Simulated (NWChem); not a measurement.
CH2F2O2Si; SMILES O=C(O)[SiH](F)F

```xyz
8

O      1.2969    -1.4556     0.0000
C      0.1405    -1.0972     0.0000
O     -0.9060    -1.9592     0.0000
Si    -0.4092     0.7372     0.0000
F      0.2311     1.4171    -1.2984
F      0.2311     1.4171     1.2984
H     -0.5324    -2.8656     0.0000
H     -1.8696     0.9379     0.0000
```
Atoms are numbered in this order, from 1.

All runs: NWChem. Pople sets run with spherical d functions. Structure relaxed at the B3LYP/6-31G* (spherical d) level. Total energies compare along this basis series because the functional is fixed.

| level | basis functions | energy (Ha) | highest occupied level (eV) | orbital gap (eV) | dipole (D) |
|---|---|---|---|---|---|
| PBE0/STO-3G | 36 | -669.6796 | -3.93 | 7.16 | 1.58 |
| PBE0/3-21G | 62 | -674.8544 | -8.05 | 7.09 | 2.87 |
| PBE0/6-31G* | 92 | -678.5212 | ? | 6.98 | ? |
| PBE0/6-31+G* | 116 | -678.5468 | -8.55 | 6.90 | 2.84 |
| PBE0/6-311G** | 128 | -678.6641 | -8.36 | 6.94 | 2.89 |
| PBE0/6-311++G** | 154 | -678.6771 | -8.61 | 6.85 | 2.96 |

Some entries are withheld; supply them.


- PBE0/6-31G*, highest occupied level (eV): -8.12
- PBE0/6-31G*, dipole (D): 2.65
